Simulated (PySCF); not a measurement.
Computed data sheet: `C=C(C)[C@@H]1C[C@@H]1[GeH3]`

C6H12Ge.
Cartesian coordinates in Å at the PBE0-D3(BJ)/def2-SVP level; atoms count from 1:
```xyz
19
C6H12Ge angstrom
C     -1.0547    1.3008    0.7804
C     -0.8980    0.1979    0.0382
C     -1.7434   -0.0850   -1.1677
C      0.1449   -0.8321    0.3131
C      1.2936   -0.6238    1.2413
C      1.5484   -0.6565   -0.2433
Ge     2.0619    0.9681   -1.1902
H     -0.4462    1.4875    1.6682
H     -1.8043    2.0535    0.5221
H     -2.4791    0.7102   -1.3506
H     -2.2859   -1.0380   -1.0475
H     -1.1136   -0.1925   -2.0664
H     -0.2349   -1.8592    0.2486
H      1.6225   -1.4766    1.8413
H      1.3846    0.3375    1.7551
H      2.0227   -1.5644   -0.6309
H      3.4445    0.7396   -1.8352
H      1.0584    1.3167   -2.3066
H      2.1618    2.1550   -0.2150
```

Some functional groups and rings: C=C double bond and cyclopropane ring.

**PBE0-D3(BJ)/def2-SVP geometry optimisation, gas phase (PySCF)**

| Property | Result |
| --- | --- |
| Point group | C1 |
| Rotational constants A, B, C | 2.551, 1.163, 1.008 GHz |

From wB97X-D/def2-SVPD ground state and vertical TDDFT (core frozen in the response) (PySCF):

| Property | Result |
| --- | --- |
| Dipole moment | 0.96 D |
| HOMO energy | -8.85 eV |
| LUMO energy | 1.85 eV |
| HOMO–LUMO gap | 10.70 eV |
| Lowest singlet excitation | 6.70 eV (185 nm, f = 0.212) |
| Strongest line among the 6 lowest singlet transitions | S1 at 6.70 eV (185 nm, f = 0.212) |
| Static isotropic polarisability | 100.3 au |
| Electronic spatial extent ⟨r²⟩ about the centre of nuclear charge | 1267 bohr² |

Monoisotopic mass from the formula: 158.0151 u.

The 6 singlets span 6.70 to 7.87 eV, and their oscillator strengths add up to 0.32. The largest Löwdin shares of the HOMO are 0.33 on C1, 0.27 on C2, 0.09 on C6 and 0.09 on C4. The principal polarisabilities are 96.2, 97.9 and 106.8 au; their mean is the isotropic value. S1 lies 4.00 eV below the HOMO–LUMO gap; its leading configuration is HOMO→LUMO, weight 0.78. With B = h/(8π²I), that is 505.379 GHz u Å² over I, the principal moments of inertia are 198.1, 434.4 and 501.6 u Å² (most abundant isotopes). The rotational constants make it an asymmetric top with κ = (2B − A − C)/(A − C) = -0.80, nearer the prolate limit (−1). No computed singlet falls in the visible range (750 to 380 nm, 1.65 to 3.26 eV); S1 lies 3.44 eV above its blue end. A dipole of 0.96 D is allowed in C1, and pure rotational transitions are dipole-allowed.

The calculation is non-relativistic and has no spin–orbit coupling, an omission that weighs most on germanium.

For the TDDFT job (wB97X-D/def2-SVPD), on one thread of an Arm Neoverse V1, shared host with 32 logical CPUs at a one-minute load of 27, this took 84 s of wall time and 1.2 GiB of memory at its peak.

One conformer stands for the species.
